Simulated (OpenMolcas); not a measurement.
Ru III.

```json
{"Program": "OpenMolcas 26.06", "Basis": "ANO-RCC-VQZP [8s7p5d3f2g1h]", "Scalar Hamiltonian": "DKH2, point nucleus", "Active space": "12 electrons in 8 orbitals (RAS1 4p, at most 2 holes; RAS2 4d)", "State averaging": "2S+1 = 5 even, 5 roots; 2S+1 = 3 even, 45 roots; 2S+1 = 1 even, 49 roots", "Spin-orbit coupling": "state interaction with AMFI integrals over the reference wave functions, term energies averaged over their components"}
```

Two sets of levels on these reference wave functions, in cm-1 above 4d6 5D4: one from RASSCF and one from MS-RASPT2, IPEA 0.25 Eh, imaginary shift 0.1 Eh (closed shells correlated: 4s).

| Level | Set 1 | Set 2 |
| --- | --- | --- |
| 4d6 5D4 | 0.0 | 0.0 |
| 4d6 5D3 | 1181 | 1173 |
| 4d6 5D2 | 1877 | 1872 |
| 4d6 5D1 | 2330 | 2320 |
| 4d6 5D0 | 2550 | 2540 |
| 4d6 3P2(1) | 15790 | 16790 |
| 4d6 3H6 | 15390 | 18890 |
| 4d6 3H5 | 15690 | 19180 |
| 4d6 3F3(1) | 17560 | 19860 |
| 4d6 3P1(1) | 19160 | 20220 |
| 4d6 3F2(1) | 18130 | 20320 |
| 4d6 3P0(1) | 19850 | 20890 |
| 4d6 3G5 | 19200 | 22830 |
| 4d6 3G4 | 20270 | 23750 |
| 4d6 3G3 | 20560 | 24020 |
| 4d6 3D2 | 23410 | 27200 |

**Question.** Which set is which?

**Answer.** Set 1 is MS-RASPT2. Its levels of the other terms of 4d6 lie at 0.81 to 0.95 of the other set's values, as expected, since terms of lower spin or lower L gain more correlation energy than the Hund ground term.

Term energies are means over components that CASPT2 splits; among the terms shown or strongly mixed into the levels shown the widest spread is 440 cm-1 (4d6 3G, MS-RASPT2). Active for correlation alone: 4p; no level in the range computed is led by a configuration that opens it, so any true level of that kind is missing. Without dynamic correlation excited terms often stand tens of per cent too high (terms of higher spin than the ground term too low), and those without a measured partner can miss by more than the paired ones (holds for RASSCF). Levels of configurations outside the active space are missing. Levels that lie high or do not pair safely by name in every column are left out.

A number in round brackets counts repeated terms of one configuration in the order of the reference energies.
